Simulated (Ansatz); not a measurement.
System: SiH2SCl, charge 0, doublet. SiH2SCl (SMILES [S][SiH2]Cl, doublet).
B3LYP-D3(BJ)/def2-TZVP minimum from Ansatz (an electronic-structure program):
```
Si
H 1 1.4767
H 1 1.4767 2 112.32
Cl 1 2.0637 2 107.56 3 118.17
S 1 2.1145 2 107.37 3 -117.81
```
Charge 0, spin multiplicity 2.

Wanted: atomisation energy (electronic, to ground-state atoms), in kcal/mol. UHF or UKS for unpaired electrons; spin-orbit terms are left out. CBS(X,Y): correlation extrapolated as X^-3, Hartree-Fock from the larger set. A bracket is a step between two methods taken in the basis named. The functionals are non-relativistic, so their misses hold any scalar relativity. Double hybrids freeze cores in their MP2 part. 'core' is core correlation in cc-pwCVTZ (1s frozen past Ne), 'X2C' scalar relativity in cc-pVTZ-DK, both at CCSD(T). For partners of very few electrons the exact lower level stands in for a higher one.

CCSD(T)/CBS(cc-pV(T+d)Z,cc-pV(Q+d)Z) + [CCSDT(Q) - CCSD(T)]/cc-pV(D+d)Z + core + X2C (Ansatz) gives 330.5 kcal/mol.

Task: What does PBE/def2-TZVPD (Ansatz) give here, and how do the other levels compare?

Result: PBE gives 328.0 kcal/mol, 2.5 kcal/mol below it. Differences of the others: B2PLYP/def2-TZVPD (Ansatz) -9.1; CCSD(T)/CBS(cc-pV(T+d)Z,cc-pV(Q+d)Z) + core + X2C (Ansatz) -0.4 kcal/mol. Nearer than PBE: CCSD(T)/CBS(cc-pV(T+d)Z,cc-pV(Q+d)Z) + core + X2C.
